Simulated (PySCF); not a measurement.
Run record: geometry optimisation, `[H]/N=C\[SiH2][BiH2]`.

Method: PBE0-D3(BJ)/def2-SVP geometry optimisation, gas phase, def2 core potentials past Kr (PySCF 2.14.0). Start geometry: GFN2-xTB. The input is one job of a driver script: a line of settings, then coordinates in Å.

Input:
```
{"job": {"xc": "PBE0", "basis": "def2-SVP", "d3": "d3bj", "grid": 1, "maxiter": 30, "shake": 0.01, "kind": "geom"}, "charge": 0, "multiplicity": 1}
N     -1.838770    -1.209590    -0.167310
C     -1.006180    -0.398200    -0.650130
Si    -0.069170     1.005210     0.202350
Bi     2.424620     0.241870     0.716550
H     -2.106090    -1.018480     0.793970
H     -0.751610    -0.587070    -1.693000
H     -0.800330     1.357260     1.415070
H     -0.100930     2.163340    -0.694210
H      1.758370    -1.390520     1.049140
H      2.540510    -0.184750    -0.993480
```

**Question.** Give the output.

**Answer.** 
```
step   0  E = -600.15144069  max force = 0.017250
step   1  E = -600.15447545  max force = 0.001927
step   2  E = -600.15455455  max force = 0.001481
step   3  E = -600.15457859  max force = 0.000670
step   4  E = -600.15459635  max force = 0.000508
step   5  E = -600.15460924  max force = 0.000400
optimisation converged
```

Energies in Eh; «max force» is the largest Cartesian gradient component in Eh/bohr.

**Question.** How much energy does the optimisation release, in kcal/mol?

**Answer.** E(step 0) − E(last step) = 0.003169 Eh, which is 2.0 kcal/mol.

**Question.** Give the first gradient maximum in eV/Å.

**Answer.** With 1 Eh/bohr = 51.422 eV/Å, 0.887 eV/Å.

Main results: final energy -600.15461 Eh after 5 steps; dipole 2.60 D.

**Question.** Where do the atoms end?

**Answer.** 0.088 Å rms from the input after alignment:
```
atom  x, y, z in Å
N1    -1.8910   -1.2957   -0.1273
C2    -1.0316   -0.5058   -0.6340
Si3   -0.1595    0.9426    0.2327
Bi4    2.3972    0.3548    0.7533
H5    -2.0970   -1.0363    0.8466
H6    -0.7429   -0.7021   -1.6858
H7    -0.8907    1.2202    1.5116
H8    -0.1951    2.1632   -0.6338
H9     1.8670   -1.2827    1.2677
H10    2.5443   -0.2222   -0.9441
```

**Question.** How long does this job take on one thread of an Arm Neoverse V2, no GPU, shared host? And the peak memory of the process?

**Answer.** About 22 s, with 0.43 GiB resident at the peak, the Python interpreter and its libraries included.
Labels such as C1 count atoms from 1, the log's own numbers from 0.
